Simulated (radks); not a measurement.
The beryllium ion Be+ inside a hard spherical wall (all orbitals vanish at R), configuration held at [He] 2s1 and not refilled when levels cross. Method: non-relativistic Kohn-Sham, PBE, spin-polarised, spherical densities, point nucleus; open shells are filled with parallel spins first; computed with a radial shooting solver on a logarithmic mesh with Libxc functionals. Eigenvalues in eV for spin up, with the zero of energy where the potential of the charges vanishes at infinity; a dash marks a level that is unbound or too diffuse for the functional's potential to be trusted. A positive occupied level is held by the wall or, in an anion where self-interaction has pushed it up, behind a barrier. The pressure on the wall is -dE/dV.

| R (bohr) | E (hartree) | kinetic (hartree) | e(1s) | e(2s) | e(2p, empty) | e(3s, empty) | pressure (GPa) |
|---|---|---|---|---|---|---|---|
| free | -14.29932 | 14.249 | -117.80 | -14.472 | -10.446 | - | 0 |
| 20 | -14.29932 | 14.249 | -117.80 | -14.472 | -10.446 | - | < 0.0001 |
| 15 | -14.29932 | 14.249 | -117.80 | -14.472 | -10.446 | - | < 0.0001 |
| 12 | -14.29932 | 14.249 | -117.80 | -14.472 | -10.446 | -3.803 | < 0.0001 |
| 8 | -14.29923 | 14.250 | -117.79 | -14.465 | -10.432 | -2.587 | 0.00571 |
| 7 | -14.29881 | 14.254 | -117.76 | -14.439 | -10.387 | -1.270 | 0.0408 |
| 6 | -14.29667 | 14.272 | -117.62 | -14.330 | -10.223 | 1.461 | 0.278 |
| 5 | -14.28656 | 14.333 | -117.18 | -13.901 | -9.674 | 7.309 | 1.83 |
| 3 | -14.04463 | 15.154 | -113.10 | -6.033 | -2.316 | 55.776 | 101 |
| 2.5 | -13.74272 | 15.933 | -110.35 | 3.048 | 4.735 | 95.608 | 337 |
| 2 | -13.00002 | 17.605 | -105.77 | 24.697 | 19.639 | 175.31 | 1370 |
